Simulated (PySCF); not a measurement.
**Computed properties of Si(H)2(F)(NHSiH3) (FH6NSi2), SMILES [SiH3]N[SiH2]F**

Si(H)2(F)(NHSiH3) (FH6NSi2), SMILES [SiH3]N[SiH2]F. Geometry: PBE0-D3(BJ)/def2-SVP. Other conformers were not sampled. All values are computed for the isolated molecule unless a solvent is named; none is compared with measurement here.

**Structure.** All 24 harmonic modes at PBE0-D3(BJ)/def2-SVP (PySCF) are real, so it is a minimum. With heavy atoms numbered as in [SiH2:1]([F:2])[NH:3][SiH3:4], the shortest bond between them is Si1–F2 at 1.628 Å and the longest N3–Si4 at 1.748 Å.

**Vibrations.** The strongest infrared lines (harmonic, unscaled, degenerate partners summed) lie at 923 cm⁻¹ (294 km/mol, H 91 %), 1209 cm⁻¹ (222 km/mol, H 63 %, N 33 %), 968 cm⁻¹ (191 km/mol, H 82 %, Si 13 %). The softest mode is at 65 cm⁻¹ and the zero-point energy is 39.1 kcal/mol.

**Electronic structure.** ωB97X/def2-TZVP (PySCF) places the frontier levels at -10.52 and 2.00 eV, a gap of 12.52 eV, and gives a dipole moment of 1.80 D and a mean polarisability of 56.7 bohr³. PBE/def2-TZVP (PySCF) at the same geometry gives -6.74 and -0.86 eV, so its gap is 6.64 eV narrower. An orbital gap is neither the optical nor the fundamental gap.

**Excitations.** TDA-PBE0/def2-SVPD (PySCF) has S1 at 6.61 eV (188 nm, f = 0.007, weak); the most intense of the 10 singlets computed lies at 8.19 eV (f = 0.08). T1 (TDA) is at 6.23 eV, 0.38 eV under S1. TDA-PBE/def2-SVPD (PySCF) puts S1 at 5.98 eV. No vertical singlet excitation falls in the visible range (under 3.1 eV).

**NMR.** GIAO shifts at B3LYP/pcSseg-1 (PySCF) (non-relativistic, atoms alike by connectivity averaged): ¹H from 1.1 to 5.0 ppm against TMS; ²⁹Si from -52.6 to -23.3 ppm against TMS; ¹⁹F at -164.3 ppm against CFCl3.
